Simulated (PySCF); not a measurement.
Structure problem from calculated spectra and properties.

Formula: BrFGeH2.

| Property | Result |
| --- | --- |
| Dipole | 2.31 D [CAM-B3LYP/def2-SVPD] |
| Valence photoelectron | vertical ionisation energy: 11.21 eV [ΔSCF CAM-B3LYP/def2-SVPD] |
| Rotational structure | rotational constants A, B, C: 12.168, 1.896, 1.678 GHz [PBE0-D3(BJ)/def2-SVP] |
| UV, first state | lowest singlet excitation: 6.39 eV (194 nm, f = 0.021) [TDDFT CAM-B3LYP/def2-SVPD] |
| UV, strongest line | among the 10 lowest singlet transitions: S10 at 8.68 eV (143 nm, f = 0.311) [TDDFT CAM-B3LYP/def2-SVPD] |
| XPS | F1s 691.7 eV [ΔSCF SCAN, pcX-2 on the ionised atom, pcseg-1 elsewhere, spin-free X2C] |

Electronic properties: PySCF, gas phase, density fitting. Levels stand in brackets. Isolated species at its PBE0-D3(BJ)/def2-SVP geometry, gas phase. Relativistic effects, spin–orbit coupling among them, are left out (core-ionisation runs apart) although an element past zinc is present.

**Question.** What is the compound? Reason from the data.

**Answer.** Numbering: `[F:1][GeH2:2][Br:3]`. The core levels belong to: F1s 691.7 eV, fluorine bonded to Ge [F1]. No core level of Br or Ge was computed. The first electron is taken from the HOMO, whose largest Löwdin shares are 0.81 on the bromine bonded to Ge and 0.11 on the germanium bonded to Br, F and 2 H. The optimised geometry has point group Cs and is an asymmetric top. Structure: `[F][GeH2][Br]`. The assignments are read from this structure; whether some other isomer fits the data as well wasn't checked.
